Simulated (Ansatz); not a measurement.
Cost and result for the atomization energy of `O[SiH](O)O[Si](O)(F)F` (12 atoms, 11 bonds).

Z-matrix (Å, degrees):
```
Si
O 1 1.631
O 1 1.651 2 107.9
O 1 1.622 2 110.0 3 -121.4
H 1 1.469 2 113.9 3 119.5
H 2 0.962 1 116.7 3 -22.0
Si 3 1.592 1 141.1 2 11.7
H 4 0.959 1 118.4 2 41.2
F 7 1.576 3 111.2 1 125.2
O 7 1.626 3 107.7 1 3.9
F 7 1.577 3 111.2 1 -117.3
H 10 0.958 7 119.9 3 178.8
```

Total charge 0; spin multiplicity 1. Geometry: relaxed with PBE0-D4/def2-TZVP. It is one conformer, not always the lowest. Program: Ansatz. All runs use 2 threads of an AMD EPYC 7R13 on a shared host and a share of an NVIDIA H100 80 GB. Times are those of one run each, without the atoms' runs, and a repeat can differ threefold. Electronic energies, without spin–orbit coupling; frozen cores. CCSD(T)/CBS adds CCSD(T) − MP2 in def2-TZVPP to the MP2 limit, and its time is that of the two runs behind it. T1 = 0.012. B3LYP takes the VWN-RPA correlation (the form of Gaussian; ORCA's B3LYP/G).

CCSD(T)/CBS is a level of theory with its own doubt, some kJ/mol a heavy atom from the limit and from the frozen cores, so smaller differences don't rank the functionals.

| level | functions | atomization (kJ/mol) | difference from CCSD(T)/CBS | per bond |
| --- | --- | --- | --- | --- |
| PBE-D4/def2-TZVPP (with forces) | 326 | 5316.2 | -7.2 | -0.7 |
| MP2/def2-QZVPP | 602 | 5463.1 | 139.7 | 12.7 |
| CCSD(T)/CBS(def2) | – | 5323.4 | 0.0 | 0.0 |
| ωB97X-V/def2-TZVPP | 326 | 5277.6 | -45.8 | -4.2 |
| r2SCAN-D4/def2-TZVPP (with forces) | 326 | 5282.6 | -40.8 | -3.7 |
| ωB97M-V/def2-TZVPP (with forces) | 326 | 5289.1 | -34.3 | -3.1 |
| PBE0-D4/def2-TZVPP | 326 | 5183.1 | -140.3 | -12.7 |
| CCSD(T)/def2-TZVPP | 326 | 5144.4 | -179.0 | -16.3 |
| B2PLYP/def2-TZVPP | 326 | 5213.5 | -109.9 | -10.0 |
| B3LYP-D4/def2-TZVPP (with forces) | 326 | 5223.8 | -99.6 | -9.1 |

Order the runs by time, with rough figures. (Best estimate.)

Computed: PBE0-D4/def2-TZVPP 3.2 s; r2SCAN-D4/def2-TZVPP (with forces) 4.5 s; PBE-D4/def2-TZVPP (with forces) 5.5 s; B2PLYP/def2-TZVPP 6.5 s; ωB97X-V/def2-TZVPP 9 s; B3LYP-D4/def2-TZVPP (with forces) 9.5 s; MP2/def2-QZVPP 9.5 s; ωB97M-V/def2-TZVPP (with forces) 11 s; CCSD(T)/def2-TZVPP 26 s; CCSD(T)/CBS(def2) 36 s.

From PBE to PBE0 (25 % exact exchange), in def2-TZVPP and without D4, the atomization energy moves by −128.4 kJ/mol: exact exchange takes away binding that semilocal exchange gives to molecules. The D4 term adds +50.9 kJ/mol with B3LYP and +26.9 kJ/mol with PBE0; it sums over pairs of atoms, weighted by their polarisabilities, and B3LYP, whose exchange is more repulsive, gets the larger term. In def2-TZVPP, CCSD(T) changes the Hartree–Fock value by +1354.7 kJ/mol (the triples alone add +83.8 kJ/mol) and MP2 by +1563.4 kJ/mol; breaking electron pairs costs correlation energy, which Hartree–Fock lacks.
